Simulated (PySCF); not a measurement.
Two-component Hartree-Fock for Cd³⁺ (cadmium, charge +3)

Start: [Kr] 4d9; 4d3/2 filled at m_j = -3/2, -1/2, +1/2, +3/2; 4d5/2 filled at m_j = -3/2, -1/2, +1/2, +3/2, +5/2. Calculated with PySCF 2.14 in x2c-TZVPall-2c (8s9p7d1f, 77 functions): generalised Hartree-Fock with the X2C-1e Hamiltonian and a Gaussian nucleus; one run each with spin-orbit coupling (SO) switched off, then screened by Boettger's factors.

```json
{"spinor shell": "1s1/2", "electrons": "2", "ε, spin-free (eV)": "-26882.3", "ε, screened SO (eV)": "-26880.1", "weight of nominal j (screened SO)": "1.000", "rms radius, screened SO (bohr)": "0.0348"}
{"spinor shell": "2s1/2", "electrons": "2", "ε, spin-free (eV)": "-4110.1", "ε, screened SO (eV)": "-4109.4", "weight of nominal j (screened SO)": "1.000", "rms radius, screened SO (bohr)": "0.142"}
{"spinor shell": "2p1/2", "electrons": "2", "ε, spin-free (eV)": "-3684.6", "ε, screened SO (eV)": "-3817.9", "weight of nominal j (screened SO)": "1.000", "rms radius, screened SO (bohr)": "0.124"}
{"spinor shell": "2p3/2", "electrons": "4", "ε, spin-free (eV)": "-3684.6", "ε, screened SO (eV)": "-3623.2", "weight of nominal j (screened SO)": "1.000", "rms radius, screened SO (bohr)": "0.128"}
{"spinor shell": "3s1/2", "electrons": "2", "ε, spin-free (eV)": "-833.37", "ε, screened SO (eV)": "-833.17", "weight of nominal j (screened SO)": "1.000", "rms radius, screened SO (bohr)": "0.381"}
{"spinor shell": "3p1/2", "electrons": "2", "ε, spin-free (eV)": "-690.35", "ε, screened SO (eV)": "-714.97", "weight of nominal j (screened SO)": "1.000", "rms radius, screened SO (bohr)": "0.375"}
{"spinor shell": "3p3/2", "electrons": "4", "ε, spin-free (eV)": "-690.35", "ε, screened SO (eV)": "-678.92", "weight of nominal j (screened SO)": "1.000", "rms radius, screened SO (bohr)": "0.386"}
{"spinor shell": "3d3/2", "electrons": "4", "ε, spin-free (eV)": "-467.05", "ε, screened SO (eV)": "-471.43", "weight of nominal j (screened SO)": "0.999", "rms radius, screened SO (bohr)": "0.362"}
{"spinor shell": "3d5/2", "electrons": "6", "ε, spin-free (eV)": "-467.05", "ε, screened SO (eV)": "-463.92", "weight of nominal j (screened SO)": "0.999", "rms radius, screened SO (bohr)": "0.365"}
{"spinor shell": "4s1/2", "electrons": "2", "ε, spin-free (eV)": "-164.13", "ε, screened SO (eV)": "-164.08", "weight of nominal j (screened SO)": "1.000", "rms radius, screened SO (bohr)": "0.938"}
{"spinor shell": "4p1/2", "electrons": "2", "ε, spin-free (eV)": "-119.59", "ε, screened SO (eV)": "-124.64", "weight of nominal j (screened SO)": "0.987", "rms radius, screened SO (bohr)": "1.00"}
{"spinor shell": "4p3/2", "electrons": "4", "ε, spin-free (eV)": "-119.59", "ε, screened SO (eV)": "-117.19", "weight of nominal j (screened SO)": "0.994", "rms radius, screened SO (bohr)": "1.03"}
{"spinor shell": "4d3/2", "electrons": "4", "ε, spin-free (eV)": "-54.106", "ε, screened SO (eV)": "-54.851", "weight of nominal j (screened SO)": "0.916", "rms radius, screened SO (bohr)": "1.28"}
{"spinor shell": "4d5/2", "electrons": "5", "ε, spin-free (eV)": "-54.106", "ε, screened SO (eV)": "-53.526", "weight of nominal j (screened SO)": "0.933", "rms radius, screened SO (bohr)": "1.30"}
```

| quantity | spin-free | screened SO |
| --- | --- | --- |
| E (hartree) | -5588.60929 | -5589.74497 |
| M_J | 5/2 | 5/2 |
| ⟨J²⟩ | 8.754 | 8.754 |
| ⟨L²⟩ | 6.003 | 6.018 |
| ⟨S²⟩ | 0.751 | 0.765 |

Each row is a mean over spinors that exchange with the open shell spreads, by up to 5.960 eV (4p3/2).

Breit and QED terms are absent; they matter most for the inner s and p1/2 levels.

Densities and radii are taken from the X2C orbitals without a picture-change correction, which distorts them close to the nucleus.

Without spin-orbit coupling the j labels of p, d and f shells carry no meaning; the spin-free column gives the mean over the occupied spinors of each nl shell.
